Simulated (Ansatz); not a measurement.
hafnium atom (Hf), triplet (core potentials on Hf); B3LYP/def2-TZVP (Ansatz, an electronic-structure program).

Input for Ansatz:
Ansatz 0.2 input:
```yaml
crystal:
  periodic: [false, false, false]
  atoms:
    - {symbol: Hf, position_ang: [0.00000000, 0.00000000, 0.00000000]}
basis:
  gaussian:
    orbitals: def2-TZVP
hamiltonian:
  xc: b3lyp
magnetization: {spin_polarized: true, initial_magnetization: 2}
```

What the program printed (banner, timings and long lists left out):

```
Functional definition: B3LYP
373 factors; their error is unknown
mean field evaluation 1: about -1302.1853 eV, gradient 6.0e0 eV
mean field evaluation 2: about -1302.4806 eV, gradient 3.3e0 eV
mean field evaluation 4: about -1302.6493 eV, gradient 7.7e-1 eV
mean field evaluation 8: about -1302.9031 eV, gradient 1.9e-1 eV
mean field evaluation 16: about -1302.9103 eV, gradient 1.2e-3 eV
mean field -1302.91033796 eV, -47.8810717756 hartree, gradient 1.2e-5 eV, S^2 2.002814; 2 other end points of the search recorded, 0 dependent functions left out
reference -1302.91047834 eV, -47.8810769347 hartree; 7, 5 occupied and 33, 35 virtual orbitals, 373 factors
Total energy: -1302.91047834 eV, -47.8810769347 hartree
```
